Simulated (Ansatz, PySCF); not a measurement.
Torsion H3–Si1–Si2–H4 in H4Si2 (SMILES [SiH][SiH3]); at each angle all else is relaxed with GFN2-xTB, and the levels are single points there.
Geometry at 80° (charge 0, multiplicity 1):
```xyz
6

Si     1.52764    -0.89699    -0.11597
Si    -0.54829     0.04017     0.07755
H      2.43429     0.29612    -0.06166
H     -0.94783     0.56838    -1.24020
H     -0.95137     1.10633     1.00986
H     -1.49054    -1.05606     0.36702
```
Energies count from the point at 80°.

Frozen-core correlation. CBS(a, b) extrapolates the correlation energy as X⁻³ and adds the Hartree–Fock energy of set b. Rows in 6-31G* carry no dispersion term and start afresh at each structure (6-31G* with six Cartesian d functions).

Run with Ansatz (an electronic-structure program); PySCF for 6-31G* rows, the dispersion terms. Each number belongs to the level named beside it.

Energies in kcal/mol.

```
dihedral (°)  r2SCAN-D3(BJ)/def2-TZVPP  B3LYP/6-31G*  B3LYP-D4/def2-TZVPP  wB97X-V/def2-TZVPP  MP2/cc-pV(T+d)Z  CCSD(T)/CBS(cc-pV(T+d)Z, cc-pV(Q+d)Z)
------------  ------------------------  ------------  -------------------  ------------------  ---------------  -------------------------------------
0                                -0.10          0.07                 0.07                0.19             0.17                                   0.28
20                               -0.05          0.09                 0.08                0.18             0.16                                   0.24
40                                0.19          0.22                 0.20                0.24             0.23                                   0.24
60                                0.34          0.19                 0.21                0.13             0.15                                   0.10
80                                0.00          0.00                 0.00                0.00             0.00                                   0.00
100                              -0.17         -0.03                -0.04                0.05             0.03                                   0.11
120                              -0.10          0.06                 0.06                0.18             0.16                                   0.27
```
